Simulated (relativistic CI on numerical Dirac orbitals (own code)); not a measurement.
Radial Dirac CI calculation of Tm²⁺: levels, rates and radial parameters.

Command:

```sh
python run_levels.py task.json out
```

Input:

```
atom Tm  Z=69  charge=2  electrons=67
nucleus A=169  rms_radius_fm=5.2256
hamiltonian dirac-coulomb  breit=on  qed=on  c_scale=1
orbitals kli  potential=per-configuration
slater_scale 0.85
correlation p86
mixing on
configurations
  [Xe] 4f13
  [Xe] 4f12 6s
  [Xe] 4f12 5d
  [Xe] 4f11 5d2
  [Xe] 4f12 6p
  [Xe] 4f11 5d 6s
  [Xe] 4f11 6s2
  [Xe] 4f12 5f
  [Xe] 4f11 5d 6p
  [Xe] 4f12 7s
  [Kr] 4d10 4f13 5s2 5p5 5d
  [Xe] 4f12 6d
  [Xe] 4f11 6s 6p
  [Xe] 4f11 5d 5f
  [Xe] 4f12 7p
  [Xe] 4f11 5f2
  [Xe] 4f12 8s
  [Xe] 4f12 7d
  [Xe] 4f12 6f
  [Xe] 4f12 8p
end
```

Hardware: one thread of Neoverse-V1, on a shared host. Rates were computed among at most 200 levels.

**Question.** How large is the problem, and how long does it take?

**Answer.** 13772 determinants at the lowest M give 13772 levels; 224 SCF iterations in all; about 40 s of CPU and 0.7 GiB at the peak.
